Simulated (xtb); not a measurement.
H₇O₇Si₂ (SMILES O[Si](O)(O)[OH+][Si](O)(O)O), charge +1, singlet, geometry from GFN2-xTB; GFN2-xTB (xtb).

Input for xtb:
```
$ xtb mol.xyz --gfn 2 --chrg 1 --acc 0.1 --json

# file mol.xyz
16

O      1.48956799     1.61452391     0.15518637
Si     1.50701182     0.02779887     0.34972997
O      1.25954908    -0.36134013     1.87274902
O      2.59193758    -0.86993965    -0.40434432
O      0.14224236    -0.58065139    -0.53135071
Si    -1.50150189    -0.05029107    -0.37031245
O     -1.52908749     1.46163017    -0.86587999
O     -2.10780866    -1.10633613    -1.40413417
O     -1.84890988    -0.14764465     1.18714632
H      1.76563598     2.08404689    -0.62991433
H      0.95017088     0.23561218     2.55121529
H      3.47348946    -1.04637238    -0.08690554
H      0.31366330    -1.28041343    -1.17169890
H     -1.55373757     2.22822375    -0.29657333
H     -2.96304825    -1.03731351    -1.81986332
H     -2.04324055    -0.95082977     1.66691473
```

Task: Predict the main parts of the log of this xtb run.

Result: 
```
   ID    Z sym.   atoms
    1    8 O      1, 3-5, 7-9
    2   14 Si     2, 6
    3    1 H      10-16

           -------------------------------------------------
          |                Calculation Setup                |
           -------------------------------------------------

           -------------------------------------------------
          |                 G F N 2 - x T B                 |
           -------------------------------------------------

          ...................................................
          :                      SETUP                      :
          :.................................................:
          :  # basis functions                  55          :
          :  # atomic orbitals                  53          :
          :  # shells                           27          :
          :  # electrons                        56          :
          :  max. iterations                   250          :
          :  Hamiltonian                  GFN2-xTB          :
          :  restarted?                      false          :
          :  GBSA solvation                  false          :
          :  PC potential                    false          :
          :  electronic temp.          300.0000000     K    :
          :  accuracy                    0.1000000          :
          :  -> integral cutoff          0.3500000E+02      :
          :  -> integral neglect         0.1000000E-08      :
          :  -> SCF convergence          0.1000000E-06 Eh   :
          :  -> wf. convergence          0.1000000E-04 e    :
          :  Broyden damping             0.4000000          :
          :  net charge                          1          :
          :  unpaired electrons                  0          :
          ...................................................

 iter      E             dE          RMSdq      gap      omega  full diag
   1    -35.6242719 -0.356243E+02  0.855E+00   10.57       0.0  T
   2    -35.6888220 -0.645501E-01  0.587E+00    9.55       1.0  T
   3    -35.6962573 -0.743537E-02  0.152E+00    9.44       1.0  T
   4    -35.6968570 -0.599649E-03  0.105E+00    9.18       1.0  T
   5    -35.6969044 -0.473818E-04  0.399E-01    9.63       1.0  T
   6    -35.6991862 -0.228187E-02  0.132E-01    9.48       1.0  T
   7    -35.6993146 -0.128330E-03  0.176E-02    9.44       1.4  T
   8    -35.6993158 -0.128257E-05  0.727E-03    9.44       3.4  T
[...]
         :: total energy             -35.463365203607 Eh    ::
[...]
    16   1 H        0.808     0.359     0.566     1.182

 Mol. C6AA /au·bohr⁶  :       3538.087061
 Mol. C8AA /au·bohr⁸  :     123735.816243
 Mol. α(0) /au        :        100.641144

Wiberg/Mayer (AO) data.
largest (>0.10) Wiberg bond orders for each atom

 ---------------------------------------------------------------------------
     #   Z sym  total        # sym  WBO       # sym  WBO       # sym  WBO
 ---------------------------------------------------------------------------
     1   8 O    2.246 --     2 Si   1.250    10 H    0.850
     2  14 Si   4.453 --     3 O    1.282     1 O    1.250     4 O    1.234
                             5 O    0.679
     3   8 O    2.266 --     2 Si   1.282    11 H    0.846
     4   8 O    2.244 --     2 Si   1.234    12 H    0.858
     5   8 O    2.432 --    13 H    0.856     6 Si   0.679     2 Si   0.679
     6  14 Si   4.453 --     7 O    1.282     9 O    1.250     8 O    1.234
                             5 O    0.679
     7   8 O    2.266 --     6 Si   1.282    14 H    0.846
     8   8 O    2.244 --     6 Si   1.234    15 H    0.858
     9   8 O    2.246 --     6 Si   1.250    16 H    0.850
    10   1 H    0.871 --     1 O    0.850
    11   1 H    0.867 --     3 O    0.846
    12   1 H    0.874 --     4 O    0.858
    13   1 H    0.867 --     5 O    0.856
    14   1 H    0.867 --     7 O    0.846
    15   1 H    0.874 --     8 O    0.858
    16   1 H    0.871 --     9 O    0.850
 ---------------------------------------------------------------------------

Topologies differ in total number of bonds
Writing topology from bond orders to xtbtopo.mol

molecular dipole:
                 x           y           z       tot (Debye)
 q only:       -0.030       0.120       0.110
   full:        0.011      -0.044      -0.041       0.156
molecular quadrupole (traceless):
                xx          xy          yy          xz          yz          zz
 q only:       12.566       2.867      -6.183       2.020       0.221      -6.384
  q+dip:       11.098       3.810      -5.111       0.369       0.229      -5.987
   full:       14.431       3.897      -6.899       1.570       0.558      -7.532

           -------------------------------------------------
          | TOTAL ENERGY              -35.463365203607 Eh   |
          | GRADIENT NORM               0.000086585123 Eh/α |
          | HOMO-LUMO GAP               9.434256864379 eV   |
           -------------------------------------------------

normal termination of xtb
```
